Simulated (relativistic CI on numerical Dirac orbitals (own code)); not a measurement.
## Energy levels of Ag XLI

Computed by Dirac-Coulomb-Breit CI, orbitals from a KLI potential per configuration, a model potential for QED, unscaled Slater integrals (own radial code, finite nucleus).

Configurations in the expansion (outside the closed core 1s2): 2s2 2p3, 2s 2p4, 2p5, 2p4 3s, 2p4 3p, 2p4 3d, 2s2 2p2 3s, 2s2 2p2 3p, 2s2 2p2 3d, 2s 2p3 3s, 2s 2p3 3p, 2s 2p3 3d, 2s2 2p2 4s, 2s2 2p2 4p, 2s2 2p2 4d, 2s2 2p2 4f. Levels of other configurations are missing.

The lowest level is 2s2 2p3 2P°_3/2, with 44 % of that term; Hund's rules for 2s2 2p3 give 4S° with J = 3/2, of which the calculation keeps J, while another term leads.

```
No.  Configuration  Term    J   E (eV)    %  Lifetime (s)    jj configuration (%)
  1        2s2 2p3   2P°  3/2     0.00   44                            2p3/2 (99)
  2        2s2 2p3   4S°  3/2   168.32   53      1.98e-08      2p1/2 2p3/2^2 (99)
  3        2s2 2p3   2D°  5/2   186.37  100      1.12e-07     2p1/2 2p3/2^2 (100)
  4        2s2 2p3   2P°  1/2   211.34  100      2.57e-08     2p1/2 2p3/2^2 (100)
  5         2s 2p4    4P  5/2   348.68   79      1.07e-11         2s 2p3/2^2 (98)
  6        2s2 2p3   2P°  3/2   380.57   54      9.27e-09            2p3/2^3 (99)
  7         2s 2p4    2S  1/2   405.19   55      2.85e-12         2s 2p3/2^2 (96)
  8         2s 2p4    2P  3/2   406.79   36      1.79e-12         2s 2p3/2^2 (94)
  9         2s 2p4    4P  3/2   536.63   71      3.16e-12   2s 2p1/2 2p3/2^3 (96)
 10         2s 2p4    2D  5/2   564.72   79      3.31e-12   2s 2p1/2 2p3/2^3 (98)
 11         2s 2p4    2P  1/2   593.56   57      1.26e-12   2s 2p1/2 2p3/2^3 (92)
 12         2s 2p4    2P  3/2   605.74   55      1.19e-12   2s 2p1/2 2p3/2^3 (98)
 13         2s 2p4    2P  1/2   780.02   38      1.33e-12         2s 2p3/2^4 (95)
 14            2p5   2P°  3/2   806.67   99      1.12e-12            2p3/2^3 (99)
 15            2p5   2P°  1/2   992.37   99      8.56e-13      2p1/2 2p3/2^4 (99)
 16     2s2 2p2 3s    4P  1/2  3392.67   50      3.72e-14         2p1/2^2 3s (99)
 17     2s2 2p2 3p   2P°  1/2  3447.28   41      3.59e-12      2p1/2^2 3p1/2 (99)
 18     2s2 2p2 3p   2P°  3/2  3508.21   28      2.80e-12      2p1/2^2 3p3/2 (98)
 19     2s2 2p2 3d    2D  3/2  3562.87   30      2.26e-14      2p1/2^2 3d3/2 (80)
 20     2s2 2p2 3s    4P  3/2  3565.37   72      7.55e-14     2p1/2 2p3/2 3s (80)
 21     2s2 2p2 3s    2P  1/2  3571.27   68      2.41e-14     2p1/2 2p3/2 3s (99)
 22     2s2 2p2 3s    2D  5/2  3577.98   48      1.19e-14     2p1/2 2p3/2 3s (80)
 23     2s2 2p2 3s    2D  3/2  3584.08   60      2.52e-14     2p1/2 2p3/2 3s (99)
 24     2s2 2p2 3d    2D  5/2  3587.47   24      8.33e-15      2p1/2^2 3d5/2 (79)
 25     2s2 2p2 3p   4P°  1/2  3619.22   44      4.21e-12  2p1/2 2p3/2 3p1/2 (99)
 26     2s2 2p2 3p   4D°  3/2  3624.36   55      4.95e-12  2p1/2 2p3/2 3p1/2 (99)
 27     2s2 2p2 3p   2F°  5/2  3635.07   43      3.70e-12  2p1/2 2p3/2 3p1/2 (98)
 28     2s2 2p2 3p   2P°  3/2  3655.24   39      7.33e-13  2p1/2 2p3/2 3p1/2 (96)
 29     2s2 2p2 3p   4D°  5/2  3672.84   50      1.44e-12  2p1/2 2p3/2 3p3/2 (95)
 30     2s2 2p2 3p   4P°  1/2  3677.58   36      2.81e-12  2p1/2 2p3/2 3p3/2 (98)
 31     2s2 2p2 3p   2D°  3/2  3682.84   51      2.54e-12  2p1/2 2p3/2 3p3/2 (98)
 32     2s2 2p2 3p   2F°  7/2  3688.99   58      4.37e-12  2p1/2 2p3/2 3p3/2 (99)
 33     2s2 2p2 3p   2P°  3/2  3694.23   40      3.03e-13  2p1/2 2p3/2 3p3/2 (92)
 34     2s2 2p2 3p   2D°  5/2  3703.12   52      5.08e-13  2p1/2 2p3/2 3p3/2 (90)
 35     2s2 2p2 3p   2P°  1/2  3715.04   84      4.70e-13  2p1/2 2p3/2 3p3/2 (96)
 36      2s 2p3 3s   6S°  5/2  3720.71   41      1.12e-13        2s 2p3/2 3s (81)
 37     2s2 2p2 3d    4F  3/2  3736.56   42      1.45e-14  2p1/2 2p3/2 3d3/2 (97)
 38     2s2 2p2 3d    4F  5/2  3738.49   55      3.18e-14  2p1/2 2p3/2 3d3/2 (96)
 39      2s 2p3 3s   4S°  3/2  3738.49   37      3.14e-14        2s 2p3/2 3s (89)
 40     2s2 2p2 3d    4D  1/2  3739.50   80      2.94e-14  2p1/2 2p3/2 3d3/2 (99)
 41     2s2 2p2 3d    4F  7/2  3748.37   65      2.06e-13  2p1/2 2p3/2 3d5/2 (61)
 42     2s2 2p2 3d    2F  7/2  3751.20   41      6.29e-13  2p1/2 2p3/2 3d3/2 (53)
 43     2s2 2p2 3d    4P  5/2  3754.58   36      4.34e-15  2p1/2 2p3/2 3d3/2 (49)
 44     2s2 2p2 3d    4D  3/2  3757.96   40      7.14e-15  2p1/2 2p3/2 3d5/2 (63)
 45     2s2 2p2 3s    4P  5/2  3762.00   47      1.03e-14         2p3/2^2 3s (78)
 46     2s2 2p2 3d    2G  9/2  3764.48   58      8.24e-11  2p1/2 2p3/2 3d5/2 (99)
 47     2s2 2p2 3d    4P  3/2  3764.85   38      3.34e-15  2p1/2 2p3/2 3d3/2 (56)
 48     2s2 2p2 3d    4D  5/2  3765.54   35      4.12e-15  2p1/2 2p3/2 3d5/2 (64)
 49     2s2 2p2 3d    4P  1/2  3767.85   41      3.26e-15  2p1/2 2p3/2 3d3/2 (96)
 50     2s2 2p2 3s    2P  3/2  3770.08   44      1.94e-14         2p3/2^2 3s (84)
 51      2s 2p3 3p    6P  3/2  3777.80   33      1.06e-13     2s 2p3/2 3p1/2 (85)
 52      2s 2p3 3s   4D°  1/2  3778.42   42      3.16e-14        2s 2p3/2 3s (93)
 53     2s2 2p2 3d    2D  5/2  3778.59   44      5.21e-15  2p1/2 2p3/2 3d5/2 (67)
 54      2s 2p3 3p    4P  5/2  3781.20   21      1.33e-14     2s 2p3/2 3p1/2 (65)
 55     2s2 2p2 3d    2F  7/2  3781.52   60      3.18e-15  2p1/2 2p3/2 3d5/2 (90)
 56      2s 2p3 3s   2P°  3/2  3781.57   28      5.96e-14        2s 2p3/2 3s (95)
 57     2s2 2p2 3d    2D  3/2  3783.05   62      4.73e-15  2p1/2 2p3/2 3d5/2 (95)
 58     2s2 2p2 3d    2P  1/2  3784.15   61      3.91e-15  2p1/2 2p3/2 3d5/2 (88)
 59     2s2 2p2 3s    2S  1/2  3800.90   65      5.02e-14         2p3/2^2 3s (89)
 60      2s 2p3 3p    6P  7/2  3828.51   44      9.71e-13     2s 2p3/2 3p3/2 (92)
 61     2s2 2p2 3p   2P°  3/2  3828.63   26      8.65e-13      2p3/2^2 3p1/2 (96)
 62      2s 2p3 3p    4D  1/2  3830.52   36      7.14e-14     2s 2p3/2 3p1/2 (86)
 63     2s2 2p2 3p   2D°  5/2  3832.29   44      2.19e-12      2p3/2^2 3p1/2 (96)
 64      2s 2p3 3p    4F  3/2  3832.99   29      7.40e-14     2s 2p3/2 3p1/2 (91)
 65      2s 2p3 3p    4P  3/2  3835.33   37      1.53e-14     2s 2p3/2 3p3/2 (90)
 66      2s 2p3 3p    4P  5/2  3845.05   38      1.91e-14     2s 2p3/2 3p3/2 (90)
 67      2s 2p3 3p    4P  1/2  3849.61   41      9.56e-15     2s 2p3/2 3p3/2 (85)
 68     2s2 2p2 3p   2P°  1/2  3861.10   67      1.38e-12      2p3/2^2 3p1/2 (75)
 69     2s2 2p2 3p   2D°  5/2  3870.65   50      1.27e-12      2p3/2^2 3p3/2 (93)
 70     2s2 2p2 3p   4D°  7/2  3870.93   54      2.18e-12      2p3/2^2 3p3/2 (93)
```

Energies count from the lowest computed level; ° marks odd parity; lifetimes are radiative, by E1, M1, E2, M2 decay to levels of this space only. Filled j subshells are mostly left out of the jj labels.

The mean weight of the leading LS term, summed over parents, in these 70 levels is 51 %, and that of the leading jj configuration (from the same eigenvectors) 89 %, so jj coupling describes them better and the LS labels are nominal.

At this charge energies of transitions that change n are usually good to better than 1 %, and those within a shell (Δn = 0) to a few per cent.

LS names give the leading component of a level, which can be under half, so a name can repeat, a term be missing and a line seem to break the LS rules.
